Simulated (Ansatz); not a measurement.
`[F][AlH][GeH3]` + `N[SiH2]N` → `N[SiH2][NH][AlH][F]` + GeH₄  (cleavage of the Al–Ge bond)

Calculated with Ansatz (gas phase, PBE0-D4/def2-TZVP geometries, no zero-point term in ΔE). CBS: MP2 limit from def2 TZ/QZ plus the TZ coupled-cluster correction, frozen cores. This one scheme is used for every species. DFT in def2-TZVPP. B3LYP here is the variant with VWN-RPA as its local correlation; programs differ in this. For Ge outer-core shells are correlated without core-valence functions, which leaves a few kJ/mol of doubt a bond. Scalar relativity is left out up to krypton. Each species was taken in one conformer, which may not be the lowest.

| level | ΔE (kJ/mol) | difference from CCSD(T)/CBS |
| --- | --- | --- |
| PBE-D4 | -65.8 | 13.2 |
| B3LYP-D4 | -79.2 | -0.2 |
| ωB97M-V | -81.2 | -2.2 |
| PBE | -63.1 | 15.9 |
| B3LYP | -75.0 | 4.0 |
| SCS-MP2/def2-TZVPP | -89.0 | -10.0 |
| CCSD/def2-TZVPP | -82.5 | -3.5 |
| HF/def2-QZVPP | -87.3 | -8.3 |
| MP2/def2-QZVPP | -86.6 | -7.6 |
| SCS-MP2/def2-QZVPP | -87.6 | -8.6 |
| CCSD(T)/CBS | -79.0 | 0 |

Largest T1 diagnostic among the species: 0.013.

From PBE to PBE0 (25 % exact exchange), in def2-TZVPP and without D4, ΔE moves by −3.9 kJ/mol. The D4 term adds −4.2 kJ/mol with B3LYP and −2.4 kJ/mol with PBE0; it sums over pairs of atoms, weighted by their polarisabilities, and B3LYP, whose exchange is more repulsive, gets the larger term.
